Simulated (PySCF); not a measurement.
Geometry:
```json
{"atom": "C1", "x (Å)": "2.295", "y (Å)": "-0.415", "z (Å)": "-0.197"}
{"atom": "C2", "x (Å)": "0.865", "y (Å)": "-0.132", "z (Å)": "0.249"}
{"atom": "C3", "x (Å)": "-0.131", "y (Å)": "-1.204", "z (Å)": "-0.226"}
{"atom": "C4", "x (Å)": "-1.568", "y (Å)": "-0.924", "z (Å)": "0.234"}
{"atom": "Si5", "x (Å)": "-2.048", "y (Å)": "0.851", "z (Å)": "-0.281"}
{"atom": "Si6", "x (Å)": "0.179", "y (Å)": "1.576", "z (Å)": "-0.287"}
{"atom": "H7", "x (Å)": "2.638", "y (Å)": "-1.402", "z (Å)": "0.158"}
{"atom": "H8", "x (Å)": "2.376", "y (Å)": "-0.415", "z (Å)": "-1.296"}
{"atom": "H9", "x (Å)": "3.001", "y (Å)": "0.338", "z (Å)": "0.185"}
{"atom": "H10", "x (Å)": "0.832", "y (Å)": "-0.116", "z (Å)": "1.356"}
{"atom": "H11", "x (Å)": "0.200", "y (Å)": "-2.197", "z (Å)": "0.130"}
{"atom": "H12", "x (Å)": "-0.099", "y (Å)": "-1.259", "z (Å)": "-1.331"}
{"atom": "H13", "x (Å)": "-1.626", "y (Å)": "-0.983", "z (Å)": "1.335"}
{"atom": "H14", "x (Å)": "-2.272", "y (Å)": "-1.673", "z (Å)": "-0.160"}
{"atom": "H15", "x (Å)": "-2.979", "y (Å)": "1.505", "z (Å)": "0.690"}
{"atom": "H16", "x (Å)": "-2.683", "y (Å)": "0.879", "z (Å)": "-1.636"}
{"atom": "H17", "x (Å)": "0.680", "y (Å)": "1.947", "z (Å)": "-1.650"}
{"atom": "H18", "x (Å)": "0.553", "y (Å)": "2.667", "z (Å)": "0.665"}
```

Geometry: PBE0-D3(BJ)/def2-SVP; GIAO absolute shieldings from PySCF 2.14.0 with density-fitted response routines, gas phase, non-relativistic, averaged over equivalent atoms.

At WP04/pcSseg-1 (176 basis functions, 19 s wall time on 1 thread of an Arm Neoverse V2, shared host):
| atoms | σ (ppm) |
| --- | --- |
| C3 | 134.8 |
| C2 | 146.0 |
| C1 | 151.2 |
| C4 | 158.7 |
| Si6 | 384.1 |
| Si5 | 388.0 |
| H15 | 28.26 |
| H16 | 28.33 |
| H18 | 28.33 |
| H17 | 28.58 |
| H11 | 29.68 |
| H7/H8/H9 | 30.33 |
| H14 | 30.37 |
| H12 | 30.64 |
| H10 | 30.94 |
| H13 | 31.05 |

Estimate the result of repeating the calculation with PBE0/pcSseg-1.

## Answers


```
   atoms  σ at PBE0/pcSseg-1  change
      C3               147.1   +12.3
      C2               159.7   +13.7
      C1               164.3   +13.1
      C4               172.6   +13.9
     Si6               409.3   +25.2
     Si5               413.5   +25.5
     H15               27.34   -0.92
     H16               27.42   -0.91
     H18               27.43   -0.90
     H17               27.75   -0.83
     H11               29.27   -0.41
H7/H8/H9               29.95   -0.38
     H14               29.90   -0.47
     H12               30.35   -0.29
     H10               30.57   -0.37
     H13               30.68   -0.37
```

The largest change is at Si5 (silicon bonded to C, Si, 2 H, in a 5-membered ring). Cost: 176 basis functions, 19 s wall time on 1 thread of an Arm Neoverse V2, shared host. The order of the carbon signals is the same at both levels.
